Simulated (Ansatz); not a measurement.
Geometry optimisation, RKS B3LYP-D4/def2-SVP (Ansatz 0.2.0).

Input:

```yaml
crystal:
  periodic: [false, false, false]
  atoms:
    - { symbol: "N", position_ang: [-1.2529, 1.6542, 0.1648] }
    - { symbol: Ge, position_ang: [-0.6056, 0.1547, 0.9352] }
    - { symbol: Al, position_ang: [1.6354, 0.5921, 1.7136] }
    - { symbol: C, position_ang: [-0.5483, -1.3017, -0.3458] }
    - { symbol: Al, position_ang: [0.4223, -0.8455, -1.9923] }
    - { symbol: H, position_ang: [-2.1918, 1.4362, -0.3177] }
    - { symbol: H, position_ang: [-0.6115, 1.9871, -0.5975] }
    - { symbol: H, position_ang: [-1.4396, -0.2159, 2.1464] }
    - { symbol: H, position_ang: [2.0196, 0.4603, 3.3212] }
    - { symbol: H, position_ang: [2.8064, 1.0073, 0.7084] }
    - { symbol: H, position_ang: [-0.1867, -2.2122, 0.1493] }
    - { symbol: H, position_ang: [-1.6515, -1.5224, -0.6149] }
    - { symbol: H, position_ang: [1.9165, -0.4307, -1.8601] }
    - { symbol: H, position_ang: [-0.3253, -0.7928, -3.3818] }
basis:
  gaussian: { orbitals: def2-SVP }
hamiltonian:
  xc: b3lyp
  dispersion: d4
relax:
  f_tol: 0.015
  max_steps: 40
```

Run as:

```bash
$ ansatz run input.yaml --threads 2 --pin off --max-ram 3072MiB --backend cpu --events-out ev --progress --plain --runs-dir out
```

Problem. Where does it end, and by what steps?

Solution. The run converged. After 19 steps the energy has fallen by 1.539 eV; H10 moved furthest, 1.35 Å. Joined: N1–Al5, Ge2–Al5.

| step | energy less start (eV) | largest force component (eV/Å) | accepted |
| --- | --- | --- | --- |
| 0 | 0.0000 | 2.465 | yes |
| 1 | -0.3285 | 1.347 | yes |
| 2 | -0.3884 | 0.509 | yes |
| 3 | -0.4069 | 0.271 | yes |
| 4 | -0.4351 | 0.209 | yes |
| 5 | -0.4608 | 0.293 | yes |
| 6 | -0.5144 | 0.366 | yes |
| 7 | -0.6387 | 0.742 | yes |
| 8 | -0.9126 | 1.619 | yes |
| 9 | -1.2458 | 1.224 | yes |
| 10 | -1.4398 | 1.689 | yes |
| 11 | -1.4780 | 0.989 | yes |
| 12 | -1.5150 | 0.326 | yes |
| 13 | -1.5241 | 0.213 | yes |
| 14 | -1.5333 | 0.039 | yes |
| 15 | -1.5369 | 0.057 | yes |
| 16 | -1.5381 | 0.041 | yes |
| 17 | -1.5386 | 0.038 | yes |
| 18 | -1.5388 | 0.018 | yes |
| 19 | -1.5390 | 0.011 | yes |

```xyz
14
Properties=species:S:1:pos:R:3
N -0.624 1.145 -0.691
Ge -0.484 -0.016 0.924
Al 1.574 0.681 2.136
C -0.441 -1.613 -0.206
Al -0.188 -0.480 -1.876
H -1.561 1.535 -0.818
H 0.025 1.933 -0.731
H -1.831 0.250 1.651
H 2.070 -0.130 3.405
H 2.388 1.934 1.597
H 0.384 -2.294 0.055
H -1.389 -2.169 -0.131
H 1.354 -0.250 -2.254
H -1.289 -0.556 -3.030
```

Time of the run: 4.4 min on 2 threads of Intel(R) Xeon(R) Processor @ 2.50GHz (Skylake/Cascade Lake), on a shared host, peak memory 0.45 GiB.
